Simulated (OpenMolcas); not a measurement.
## Pd2+ in CsCaF3

Pd2+ with its 6 nearest fluoride ions at 2.203 Å, on the Ca site of CsCaF3 (a = 4.526 Å, distance in the model lattice 2.263 Å). The rest of the host is ab initio model potentials to 7.6 Å, with orthogonalisation functions on the cations behind the ligands, and point charges beyond; the distance is set by hand and nothing relaxes. Ligand basis ANO-RCC-VDZP.
```
Pd    0.0000    0.0000    0.0000
F     2.2030    0.0000    0.0000
F     0.0000    2.2030    0.0000
F    -2.2030    0.0000    0.0000
F     0.0000   -2.2030    0.0000
F     0.0000    0.0000    2.2030
F     0.0000    0.0000   -2.2030
```

| Property | Result |
| --- | --- |
| Program | OpenMolcas 26.06 |
| Method | SS-CASPT2, IPEA 0.25 Eh, imaginary shift 0.1 Eh (closed shells correlated: 4s 4p and the ligand valence shells) |
| Basis | ANO-RCC-VDZP [6s5p3d1f] |
| Scalar Hamiltonian | DKH2, point nucleus |
| Active space | 8 electrons in 5 orbitals (4d) |
| State averaging | 2S+1 = 3 even, 10 roots; 2S+1 = 1 even, 15 roots |
| Spin-orbit coupling | state interaction with AMFI integrals over the reference wave functions |

The lowest spin-free states (labels of O, the rotations of Oh), above the lowest:

```
State  Degeneracy  E (cm-1)  Free-ion L (%)
  3A2           1         0         F (100)
   1E           2      9950          D (74)
  3T2           3     12760         F (100)
  1A1           1     18730          G (91)
  3T1           3     18810          F (84)
  1T2           3     23010          D (81)
  1T1           3     27210         G (100)
  3T1           3     29250          P (84)
   1E           2     38650          G (74)
  1T2           3     38840          G (81)
  1A1           1     55520          S (91)
```

The lowest levels with spin-orbit coupling:

```csv
E (cm-1),Degeneracy,Label,2S+1
0,3,T2,3
9240,2,E,1 (79 %)
12400,3,T1,3
12670,2,E,3 (84 %)
13430,3,T2,3
13950,1,A2,3
16390,1,A1,3 (72 %)
18630,3,T1,3
20190,3,T2,3
20210,1,A1,1 (72 %)
20890,2,E,3
22800,3,T2,1 (85 %)
27740,3,T1,1
29450,2,E,3
30100,3,T2,3 (87 %)
30240,3,T1,3
30250,1,A1,3
39320,2,E,1
39490,3,T2,1
56430,1,A1,1
```

Powder χT (cm3 K/mol): 1.41 at 2 K, 1.41 at 10 K, 1.41 at 50 K, 1.42 at 100 K, 1.43 at 200 K, 1.45 at 300 K. The effective moment at 300 K is 2.828 √(χT) = 3.40 μB.

The lowest level has 2S+1 = 3, for which the spin-only value is χT = S(S+1) / 2 = 1.000 cm3 K/mol (g = 2). The computed 1.448 at 300 K differs by +0.448, through orbital momentum, spin-orbit coupling and any other state in reach.

Roots that are degenerate in the reference are averaged as groups; the widest CASPT2 spread within a group is 130 cm-1 (the 3-fold group of multiplicity 3 near 29200 cm-1 above the lowest state of its run). Shifts and gaps below about the spread of the groups concerned are not significant. Over all roots computed the reference weight is 0.71 to 0.72; a low but even weight reflects the number of correlated electrons. Real 4d8 and 5d8 ions are as a rule square planar and diamagnetic. Ligand-to-metal charge-transfer states are missing. With no ligand orbital active B as a rule stays too high, so bands that hang on it stand too high and its fall with covalency is understated. With one d shell and no ligand orbital active, 10Dq can be off by a tenth or more. Free-ion shares, where given, are those of the reference states; single-state CASPT2 does not remix them. No measured value stands beside these numbers; the geometry was set by hand and not optimised.

The CASPT2 steps took 75 s on 1 thread of AMD EPYC 7B13 (Zen 3) (shared host); the integral step is not counted.
